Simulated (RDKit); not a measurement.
RDKit input (MMFF94):

```python
from rdkit import Chem
from rdkit.Chem import AllChem, rdDetermineBonds

mol = Chem.MolFromXYZFile('mol.xyz')
rdDetermineBonds.DetermineBonds(mol, charge=-1)
print('SMILES', Chem.MolToSmiles(Chem.RemoveHs(mol)))
ff = AllChem.MMFFGetMoleculeForceField(mol, AllChem.MMFFGetMoleculeProperties(mol))
e0 = ff.CalcEnergy()
flag = ff.Minimize(maxIts=5000, forceTol=1e-5)
print(f'energy {e0:.4f} -> {ff.CalcEnergy():.4f} kcal/mol, converged: {flag == 0}')
print(Chem.MolToXYZBlock(mol))
```
mol.xyz:
```
4

C      1.18542969    -0.38450131    -0.18488548
C      0.01177011     0.02005974     0.00595913
O     -1.17207120     0.27784900     0.14939956
H      2.19337076    -0.03614256    -0.12163843
```

Output:

```
SMILES C#C[O-]
energy 21.6948 -> -8.9883 kcal/mol, converged: True
4

C      1.236235   -0.070262   -0.084845
C      0.042164   -0.000928   -0.002414
O     -1.353985    0.080140    0.093967
H      2.294086   -0.131686   -0.157873
```

The dipole moment of an ion depends on the origin.

The geometry given is a B3LYP-D3(BJ)/def2-TZVP minimum.
